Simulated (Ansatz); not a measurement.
Stepwise reaction of `[F][Nb]([F])([Cl])([Cl])[Cl]` with hydrogen fluoride, as a gas-phase model of exchange steps in deposition or etching. ΔE in kJ/mol; ΔG adds harmonic PBE0-D4 terms to CCSD(T)/CBS, at 1 bar.

Program: Ansatz. Geometries: PBE0-D4/def2-TZVP. ΔE: electronic, gas phase. CCSD(T)/CBS is the MP2 limit (def2-TZVPP, def2-QZVPP) plus CCSD(T) − MP2 in def2-TZVPP, frozen cores. This one scheme is used for every species. Functionals use def2-TZVPP. B3LYP here is the variant with VWN-RPA as its local correlation; programs differ in this. def2 core potentials past Kr. For Nb outer-core shells are correlated without core-valence functions, which leaves a few kJ/mol of doubt a bond.

```
step                                                                    reaction  PBE-D4  B3LYP-D4  ωB97M-V  CCSD(T)/CBS  ΔG(400 K)
   1  `[F][Nb]([F])([Cl])([Cl])[Cl]` + H–F → `[F][Nb]([F])([F])([Cl])[Cl]` + HCl   -24.5     -27.0    -32.1        -18.2      -26.8
   3      `[F][Nb]([F])([F])([F])[Cl]` + H–F → `[F][Nb]([F])([F])([F])[F]` + HCl   -25.4     -27.9    -31.0        -19.6      -21.3
```

Give the row of step 2, `[F][Nb]([F])([F])([Cl])[Cl]` + H–F → `[F][Nb]([F])([F])([F])[Cl]` + HCl. (Best estimate.)

The calculation gave: 
```tsv
step	reaction	PBE-D4	B3LYP-D4	ωB97M-V	CCSD(T)/CBS	ΔG(400 K)
2	`[F][Nb]([F])([F])([Cl])[Cl]` + H–F → `[F][Nb]([F])([F])([F])[Cl]` + HCl	-28.1	-31.7	-35.2	-22.9	-26.9
```

By hand: ΔE of the 3 steps together at CCSD(T)/CBS.

(-18.2) + (-22.9) + (-19.6) = -60.7 kJ/mol, or -20.2 kJ/mol a step.

In ΔE the steps differ by no more than 4.7 kJ/mol. All are downhill at CCSD(T)/CBS. ΔG lies between -26.9 and -21.3 kJ/mol a step. PBE-D4 differs from CCSD(T)/CBS by -6.3 to -5.2 kJ/mol a step. Isolated molecules leave out the surface, adducts and barriers. Largest T1 diagnostic: 0.021.
